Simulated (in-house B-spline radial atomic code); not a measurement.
## Ionising Ru VIII (Ru7+) with different functionals

Computed with a radial B-spline atomic code at the basis-set limit: non-relativistic Hamiltonian, point nucleus, spin-polarised at highest spin, spherical fractional occupations for the functionals, the average over the highest-spin determinants for Hartree-Fock. The ionisation energy is the difference of two self-consistent energies, [Kr] 4d1 → [Ar] 3d10 4s2 4p6, without Breit or QED terms; ε is the level of the shell that loses the electron (its least bound occupied spin orbital). There is no spin-orbit coupling in this Hamiltonian.

Hybrids are left out here: with spherical fractional occupations of an open shell their exact exchange keeps a self-interaction that integer-occupation calculations don't have.

```csv
method,rung,ΔSCF (eV),-ε(4d) (eV)
Hartree-Fock,Hartree-Fock,110.67,111.21
LDA VWN5,LDA,112.19,103.26
LDA PW92,LDA,112.18,103.25
LDA exchange-only,LDA,?,?
PBE,GGA,112.02,103.13
PBEsol,GGA,111.99,103.10
BLYP,GGA,111.87,102.96
RPBE,GGA,?,?
PW91,GGA,112.12,103.22
BP86,GGA,112.06,103.16
AM05,GGA,112.01,103.10
OLYP,GGA,112.46,103.56
TPSS,meta-GGA,111.85,102.99
SCAN,meta-GGA,111.43,102.77
r2SCAN,meta-GGA,111.44,102.79
M06-L,meta-GGA,111.57,102.83
revTPSS,meta-GGA,111.78,102.92
```

What does LDA exchange-only give?

ΔSCF 110.41 eV, and -ε(4d) = 101.55 eV.

What does RPBE give?

ΔSCF 112.00 eV, and -ε(4d) = 103.11 eV.

How do they compare with the NIST value?

NIST lists 110 eV ± 2.1 (tabulated theory, ground level to ground level). Errors run from +0.41 to +2.46 eV; all lie within about twice that uncertainty, so the table can't rank the methods. Hartree-Fock also lacks correlation.
